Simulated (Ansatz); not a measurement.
The cluster Pd3H3⁺. The state is a quintet with charge 1. Geometry PBE-D4/def2-TZVP; atoms count from 1.

```
atom   x (Å)   y (Å)   z (Å)
 Pd1  -0.896   1.190  -0.539
 Pd2  -0.505  -0.679   1.257
 Pd3   1.570  -0.035  -0.211
  H4   0.747   1.195  -1.155
  H5   0.847  -1.484   0.498
  H6  -1.764  -0.187   0.151
```

In the def2 sets Pd takes a core potential; there is no spin–orbit coupling. At PBE0-D4/def2-TZVP a singlet of charge 1 lies 2.73 eV below the quintet, each at its own geometry. The structure comes from a short search, and lower isomers may exist.

Question: Estimate the Mulliken populations from the PBE0/def2-TZVP orbitals of Ansatz.

Answer: 
```tsv
atom	charge (e)	spin (α − β)	d electrons
Pd1	0.35	1.16	8.86
Pd2	0.20	0.95	8.94
Pd3	0.35	1.16	8.86
H4	0.02	0.27	–
H5	0.04	0.23	–
H6	0.04	0.23	–
```
Mulliken values and Mayer orders depend strongly on the basis.

Question: Where does the spin sit?

Answer: Summed by element: Pd 3.27, H 0.73, of 4 unpaired in all. Largest on single atoms: Pd1 1.16, Pd3 1.16, Pd2 0.95.

Question: And the Mayer bond orders between bonded heavy atoms (over 0.3)?

Answer: Pd1–Pd2 0.61 (2.62 Å); Pd1–Pd3 0.41 (2.77 Å); Pd2–Pd3 0.61 (2.62 Å).
